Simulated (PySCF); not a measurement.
**Working out the excitation energy of Be⁺**

Be⁺ [He] 2s1 (2S) → Be⁺ [He] 3d1 (2D). Calculation: PySCF 2.14, in aug-cc-pCVDZ; no relativity, point nucleus. Frozen: nothing. Energies in hartree (1 hartree = 27.21139 eV):

```json
{"part": "UHF", "Be⁺ (lower)": "-14.276618", "Be⁺ (upper)": "-13.821586"}
{"part": "MP2 opposite-spin", "Be⁺ (lower)": "-0.030614", "Be⁺ (upper)": "-0.029996"}
{"part": "MP2 same-spin", "Be⁺ (lower)": "-0.000384", "Be⁺ (upper)": "-0.000020"}
```

Problem. What does Hartree-Fock give?

Solution. (-13.821586) − (-14.276618) = 0.455032 hartree = 12.382 eV.

Problem. What do MP2 and SCS-MP2 (6/5 opposite-spin, 1/3 same-spin) give?

Solution. The opposite-spin parts differ by 0.017 eV and the same-spin parts by 0.010 eV. MP2: 12.382 + (0.017) + (0.010) = 12.409 eV. SCS-MP2: 12.382 + 1.2 × (0.017) + (0.010)/3 = 12.406 eV.

Measured between the centres of the two terms (NIST): 12.157 eV, so MP2 (valence and next inner shell) is off by 0.252 eV.

A double-zeta basis recovers only part of the correlation energy.

What remains against the reference includes basis incompleteness and correlation beyond second order.
